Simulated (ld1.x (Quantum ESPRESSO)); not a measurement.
B (Z = 5): excitation energies, all-electron against RRKJ

```json
{
  "Element": "B",
  "Generator": "ld1.x (Quantum ESPRESSO) 7.5",
  "Type": "norm-conserving RRKJ (Kleinman–Bylander form)",
  "Functional": "LDA (PZ)",
  "Relativity": "non-relativistic",
  "Frozen core": "[He]",
  "Valence charge": "3",
  "Reference configuration": "2s2 2p1",
  "Partial waves": "2s (bound): rc 1.70 bohr; 2p (bound): rc 2.50 bohr",
  "Local potential": "all-electron potential smoothed inside 2.30 bohr (lloc = -2)",
  "Core correction": "none"
}
```

Energies are relative to the spin-unpolarised reference configuration 2s2 2p1; without spin polarisation the order of configurations can differ from experiment. Spin-polarised rows fill each open shell by Hund’s rule, majority spin first.

Question: Give the all-electron excitation energy and the error of the potential for: 2s2 2p0; 2s1 2p0; 2s2 2p0.5; 2s1 2p2; 2s0 2p3; 2s1 2p1; 2s2 2p1.3; 2s2 2p1 (spin-polarised); 2s1 2p0 (spin-polarised).

Answer:

```
   valence configuration  charge  ΔE all-electron (eV)  error AE − PS (meV)
                 2s2 2p0      +1                 8.329                  +68
                 2s1 2p0      +2                33.626                 +279
               2s2 2p0.5    +0.5                 2.944                 +9.2
                 2s1 2p2       0                 5.680                 -3.4
                 2s0 2p3       0                11.388                  -13
                 2s1 2p1      +1                14.278                  -11
               2s2 2p1.3    -0.3                -0.773                 +0.7
2s2 2p1 (spin-polarised)       0                -0.235                  +19
2s1 2p0 (spin-polarised)      +2                32.898                 +379
```

Levels in the configuration 2s1 2p0:

```csv
level,all-electron (eV),pseudo (eV)
2s,-31.331,-31.026
```
